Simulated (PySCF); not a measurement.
## Sn(25+): ionisation energy

Sn(25+) [Ar] 3d7 (4F) → Sn(26+) [Ar] 3d6 (5D), as a difference of total energies. All numbers are calculated (PySCF 2.14, the non-relativistic Hamiltonian (point nucleus), in an uncontracted even-tempered set (17 s from 2.9 bohr⁻², ratio 2.5; 11 p from 3.8 bohr⁻², ratio 2.5; 8 d from 3.8 bohr⁻², ratio 2.5; 4 f from 17 bohr⁻², ratio 2.7; 3 g from 26 bohr⁻², ratio 2.7)). Correlated levels: outer shells: [Ne] frozen; virtual orbitals above 40 to 60 times the deepest correlated orbital energy dropped. The calculations carry no spin-orbit coupling.

```json
{"method": "UHF", "ionisation energy (eV)": "1349.6"}
{"method": "LDA", "ionisation energy (eV)": "1350.6"}
{"method": "PBE", "ionisation energy (eV)": "1350.9"}
{"method": "PBE0", "ionisation energy (eV)": "1351.1"}
{"method": "r2SCAN", "ionisation energy (eV)": "1352.0"}
{"method": "M06", "ionisation energy (eV)": "1350.0"}
{"method": "r2SCAN0", "ionisation energy (eV)": "1351.9"}
{"method": "MP2 (outer shells)", "ionisation energy (eV)": "1350.8"}
{"method": "SCS-MP2 (outer shells)", "ionisation energy (eV)": "1351.0"}
```

A first-order spin-orbit estimate (lowest level to lowest level, LS coupling) adds 1.751 eV.

All relativistic terms are absent from these numbers, so their closeness to the reference says little about the methods.

For comparison: 1347 ± 4 eV (theoretical estimate listed by NIST; NIST Atomic Spectra Database, ionization energies).
